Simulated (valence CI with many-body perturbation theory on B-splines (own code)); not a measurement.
E1 line list for V X

Level of theory: relativistic CI+MBPT: four valence electrons over a frozen Dirac-Fock core [Ne], a basis of 11 s, 11 p, 9 d, 7 f, 5 g, 2 h, 1 i functions for each j, with the one-electron correlation potential Σ1, the two-electron term Σ2, the three-electron term Σ3, Breit, model QED; selected CI, second order for the rest, scaled by the run's own slope (own B-spline code, finite nucleus).

No measured spectrum was set against this ion. As an estimate, levels of excited configurations hold to 0.05 to 0.15 % of their energy, terms of the ground configuration to about 0.5 %.

Lines 51 to 100 of 227 in falling wavelength, among levels below 646750 cm⁻¹, chosen from the strongest by gf and those to the six lowest levels. Wavelengths and rates use the calculated energies, so an error of 100 cm⁻¹ moves a line at 41.33 nm by 0.041 % and its rate by three times that or more. Electric multipoles are in the length gauge, E1 and E2 with the static RPA response of the core. Weak lines are less certain than strong ones. Lines between different terms over intervals too small for the method are left out, as are lines whose strength nearly cancels. The highest levels of a list are the least certain.

Names give the largest LS component (configuration and term), which can be under half, so a name can repeat, a term be missing and a line seem to break the LS rules; names also repeat where a configuration has a term twice. Letters in brackets count levels of one name in rising energy.

| λ vac (nm) | Upper | Lower | A (s⁻¹) | S (a.u.) |
| --- | --- | --- | --- | --- |
| 41.33 | 3s.3p2.3d 3G_4 | 3s2.3p.3d 3F°_4 | 1.95e+08 | 6.10e-02 |
| 41.29 | 3s.3p2.3d 3D_3 [b] | 3s2.3p.3d 3P°_2 [a] | 6.32e+08 | 1.54e-01 |
| 41.24 | 3s.3p2.3d 3P_2 [b] | 3s2.3p.3d 3P°_1 | 2.47e+08 | 4.27e-02 |
| 41.18 | 3s.3p2.3d 3G_5 | 3s2.3p.3d 3F°_4 | 4.44e+09 | 1.68e+00 |
| 41.17 | 3s.3p2.3d 3P_1 [a] | 3s.3p3 3S°_1 | 7.56e+08 | 7.81e-02 |
| 40.85 | 3s.3p3 3P°_1 | 3s2.3p2 3P_2 | 7.81e+08 | 7.88e-02 |
| 40.82 | 3s.3p3 3P°_2 | 3s2.3p2 3P_2 | 2.11e+09 | 3.55e-01 |
| 40.69 | 3s.3p2.3d 3P_1 [b] | 3s2.3p.3d 3P°_2 [a] | 5.32e+08 | 5.30e-02 |
| 40.63 | 3s.3p2.3d 3G_3 | 3s2.3p.3d 3F°_3 | 2.81e+08 | 6.50e-02 |
| 40.51 | 3s.3p2.3d 3G_4 | 3s2.3p.3d 3F°_3 | 4.49e+09 | 1.33e+00 |
| 40.43 | 3s.3p3 1D°_2 | 3s2.3p2 1D_2 | 3.70e+09 | 6.03e-01 |
| 40.37 | 3s.3p2.3d 3P_2 [b] | 3s2.3p.3d 3P°_2 [a] | 2.51e+08 | 4.08e-02 |
| 40.17 | 3p4 3P_2 | 3s.3p3 3D°_3 | 3.78e+09 | 6.05e-01 |
| 40.07 | 3s.3p2.3d 3G_3 | 3s2.3p.3d 3F°_2 | 4.56e+09 | 1.01e+00 |
| 40.03 | 3s.3p3 3P°_0 | 3s2.3p2 3P_1 | 2.74e+09 | 8.67e-02 |
| 40.00 | 3p4 3P_2 | 3s.3p3 3D°_2 | 8.66e+08 | 1.37e-01 |
| 39.99 | 3s.3p3 3P°_1 | 3s2.3p2 3P_1 | 1.04e+09 | 9.82e-02 |
| 39.96 | 3s.3p3 3P°_2 | 3s2.3p2 3P_1 | 4.09e+08 | 6.45e-02 |
| 39.89 | 3s.3p2.3d 3S_1 | 3s2.3p.3d 3P°_2 [b] | 6.46e+08 | 6.07e-02 |
| 39.70 | 3s.3p2.3d 3S_1 | 3s2.3p.3d 3P°_1 | 9.75e+08 | 9.04e-02 |
| 39.33 | 3s.3p3 3P°_1 | 3s2.3p2 3P_0 | 8.61e+08 | 7.76e-02 |
| 39.05 | 3p4 3P_1 | 3s.3p3 3D°_2 | 3.33e+09 | 2.94e-01 |
| 39.03 | 3p4 3P_1 | 3s.3p3 3D°_1 | 1.30e+09 | 1.15e-01 |
| 38.89 | 3s.3p2.3d 3S_1 | 3s2.3p.3d 3P°_2 [a] | 6.51e+08 | 5.67e-02 |
| 38.75 | 3p4 3P_0 | 3s.3p3 3D°_1 | 4.58e+09 | 1.31e-01 |
| 38.41 | 3s.3p3 3S°_1 | 3s2.3p2 1S_0 | 2.20e+08 | 1.85e-02 |
| 36.97 | 3s.3p3 1D°_2 | 3s2.3p2 3P_2 | 2.95e+07 | 3.68e-03 |
| 36.53 | 3s.3p3 1P°_1 | 3s2.3p2 1S_0 | 2.83e+09 | 2.04e-01 |
| 36.33 | 3s.3p2.3d 3F_3 [b] | 3s2.3p.3d 3F°_4 | 2.71e+08 | 4.49e-02 |
| 36.26 | 3s.3p3 1D°_2 | 3s2.3p2 3P_1 | 2.45e+07 | 2.88e-03 |
| 36.05 | 3s.3p2.3d 3F_2 [b] | 3s2.3p.3d 3F°_3 | 4.52e+08 | 5.23e-02 |
| 35.80 | 3s.3p2.3d 3F_4 [b] | 3s2.3p.3d 3F°_4 | 2.84e+09 | 5.78e-01 |
| 35.70 | 3s.3p2.3d 3F_3 [b] | 3s2.3p.3d 3F°_3 | 2.97e+09 | 4.66e-01 |
| 35.62 | 3s.3p2.3d 3F_2 [b] | 3s2.3p.3d 3F°_2 | 3.79e+09 | 4.23e-01 |
| 35.55 | 3s.3p2.3d 3D_3 [b] | 3s2.3p.3d 3F°_4 | 3.24e+08 | 5.04e-02 |
| 35.27 | 3s.3p2.3d 3F_3 [b] | 3s2.3p.3d 3F°_2 | 2.82e+08 | 4.28e-02 |
| 35.25 | 3s.3p2.3d 3D_2 [b] | 3s2.3p.3d 3F°_3 | 5.68e+08 | 6.15e-02 |
| 35.19 | 3s.3p2.3d 3F_4 [b] | 3s2.3p.3d 3F°_3 | 1.87e+08 | 3.61e-02 |
| 35.00 | 3s.3p2.3d 3D_1 [b] | 3s2.3p.3d 3F°_2 | 5.29e+08 | 3.36e-02 |
| 34.60 | 3s.3p2.3d 1P_1 | 3s2.3p.3d 3F°_2 | 7.02e+08 | 4.31e-02 |
| 33.82 | 3s.3p3 3S°_1 | 3s2.3p2 1D_2 | 7.18e+08 | 4.11e-02 |
| 32.76 | 3s.3p2.3d 3P_2 [b] | 3s.3p3 3S°_1 | 4.00e+08 | 3.47e-02 |
| 32.70 | 3s2.3p.3d 3F°_2 | 3s2.3p2 1D_2 | 1.06e+08 | 9.18e-03 |
| 32.48 | 3s.3p2.3d 3D_1 [c] | 3s2.3p.3d 3F°_2 | 1.98e+10 | 1.00e+00 |
| 32.35 | 3s.3p3 1P°_1 | 3s2.3p2 1D_2 | 2.06e+10 | 1.03e+00 |
| 32.34 | 3s2.3p.3d 3F°_3 | 3s2.3p2 1D_2 | 1.34e+07 | 1.57e-03 |
| 32.28 | 3p4 3P_2 | 3s.3p3 5S°_2 | 6.95e+06 | 5.77e-04 |
| 32.05 | 3s.3p2.3d 3P_2 [a] | 3s.3p3 3P°_2 | 3.14e+09 | 2.55e-01 |
| 32.03 | 3s.3p2.3d 3P_2 [a] | 3s.3p3 3P°_1 | 1.29e+09 | 1.05e-01 |
| 31.66 | 3p4 3P_1 | 3s.3p3 5S°_2 | 1.77e+06 | 8.33e-05 |
